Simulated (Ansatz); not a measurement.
Basis-set series for `CCCC(=O)CCC`. The species carries charge 0 and has multiplicity 1. The structure was optimised at the PBE0-D4/def2-TZVP level. It is one conformer, not always the lowest.

```tsv
functional	basis	functions	energy (Eh)	HOMO (eV)	LUMO (eV)
PBE0-D4	def2-SVP	182	-349.75035	-6.94	-0.14
PBE0-D4	def2-QZVPP	876	-350.15308	-7.05	-0.35
ωB97M-V	def2-SVP	182	-349.96099	-9.34	2.16
ωB97M-V	def2-QZVPP	876	-350.38432	-9.46	1.69
```

Problem. Give the rows for def2-TZVPP. (Best estimate.)

Solution. Computed: 
```csv
functional,basis,functions,energy (Eh),HOMO (eV),LUMO (eV)
PBE0-D4,def2-TZVPP,444,-350.13359,-7.03,-0.30
ωB97M-V,def2-TZVPP,444,-350.36530,-9.44,1.93
```

Positive LUMOs are unbound and depend on the basis.
